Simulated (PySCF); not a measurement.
**Working out the electron affinity of Hf**

Hf- [Xe] 4f14 5d3 6s2 (4F) → Hf [Xe] 4f14 5d2 6s2 (3F). Calculation: PySCF 2.14, in def2-TZVPPD with the def2 core potential (60 electrons); scalar relativity through the core potential. Frozen: 5s2 5p6. Energies in hartree (1 hartree = 27.21139 eV):

```csv
part,Hf- (lower),Hf (upper)
UHF,-47.316671,-47.369636
CCSD correlation,-0.088049,-0.060562
(T),-0.007168,-0.003158
```

Q: What does Hartree-Fock give?

A: (-47.369636) − (-47.316671) = -0.052965 hartree = -1.441 eV.

Q: What do CCSD and CCSD(T) give?

A: The CCSD correlation energies differ by 0.027487 hartree = 0.748 eV and the triples by 0.004010 hartree = 0.109 eV, so CCSD gives -0.693 eV and CCSD(T) -0.584 eV.

The coupled-cluster amplitudes are large, so a single reference is strained.

The configuration of this anion was assumed by filling the next shell in order. It is not the known or likely ground configuration (Ca⁻, Sr⁻ and Ba⁻, for instance, bind a p electron), so these values are not the electron affinity of the element.
